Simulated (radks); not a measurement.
Results of a calculation; reference values are marked as such.
Charge is removed step by step from the 3s down level of Ar3+, starting from [Ne] 3s(up 1, down 1) 3p3. Level of theory: scalar-relativistic Kohn-Sham, r2SCAN, spin-polarised, spherical densities, finite nucleus; open shells are filled with parallel spins first; meta-GGA in the generalised Kohn-Sham scheme; Fermi nuclear charge, rms radius 3.4274 fm (a radial shooting solver on a logarithmic mesh with Libxc functionals).

removed (e)  E - E(0) (eV)  eigenvalue (eV)
0                    0.000          -62.642
0.1                  6.329          -63.950
0.2                 12.788          -65.243
0.3                 19.376          -66.517
0.4                 26.090          -67.768
0.5                 32.928          -68.991
0.6                 39.886          -70.177
0.7                 46.960          -71.308
0.8                 54.143          -72.330
0.9                 61.416          -73.067

The mean slope of the eigenvalue, de/dn, is 11.6 eV per electron.
